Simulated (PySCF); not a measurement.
Simulated absorption spectrum

Species: C6H12P2Si.
SMILES: `C=CP(C[SiH3])C#CPC`

Method: PySCF, TDDFT wB97X-D/def2-SVPD, vertical, gas phase, core orbitals frozen in the response. Isolated species at its PBE0-D3(BJ)/def2-SVP geometry (one conformer only).

Each state is given a Gaussian of 0.5 eV full width at half maximum, with ε(max) = 2.175×10⁸ f / Δν̃ (Δν̃ the width in cm⁻¹). The width is an assumption, not a result. The curve ends short of the highest state used, and states not computed would add to its high-energy end.

(E (eV), ε (L mol⁻¹ cm⁻¹)): (4.27, 1), (4.36, 4), (4.44, 13), (4.53, 41), (4.62, 112), (4.70, 243), (4.79, 506), (4.87, 862), (4.96, 1382), (5.05, 1950), (5.13, 2431), (5.22, 2983), (5.30, 3685), (5.39, 5130), (5.47, 7362), (5.56, 11192), (5.65, 16444), (5.73, 22108), (5.82, 28899), (5.90, 34036), (5.99, 36771), (6.08, 34781), (6.16, 29443), (6.25, 21873)

Task: Where are the band maxima, and which computed states make them?

Result: 207 nm (6.00 eV), ε about 37000, made up of S4 (11%) and S5 (89%) (ε in L mol⁻¹ cm⁻¹; maxima over ε = 5, shares over 10%). The states used: S1 5.02 eV (f 0.0082); S2 5.21 eV (f 0.031); S3 5.34 eV (f 0.0061); S4 5.71 eV (f 0.184); S5 6.03 eV (f 0.615); S6 6.56 eV (f 0.032); S7 6.62 eV (f 0.0081); S8 6.72 eV (f 0.214); S9 6.80 eV (f 0.053); S10 6.85 eV (f 0.122).

Task: Coming from long wavelengths, where does ε first pass 100 L mol⁻¹ cm⁻¹?

Result: At about 269 nm (4.61 eV), 0.41 eV below S1.

Task: What would ε be at 6.00 eV, the highest of these maxima, with half the width (0.25 eV)?

Result: About 63900 L mol⁻¹ cm⁻¹ against 36800, a factor of about 1.7; a lone state at its own centre would give exactly 2.

Task: On this curve, what absorbance would a 10⁻⁵ mol/L sample give at 280 nm over a 1 cm path?

Result: 280 nm is 4.428 eV, where ε is about 11 L mol⁻¹ cm⁻¹, so A = ε c l ≈ 0.00011 (Beer–Lambert, with the gas-phase spectrum and the assumed width).

All these states lie below the vertical ionisation energy of 8.24 eV (ΔSCF).
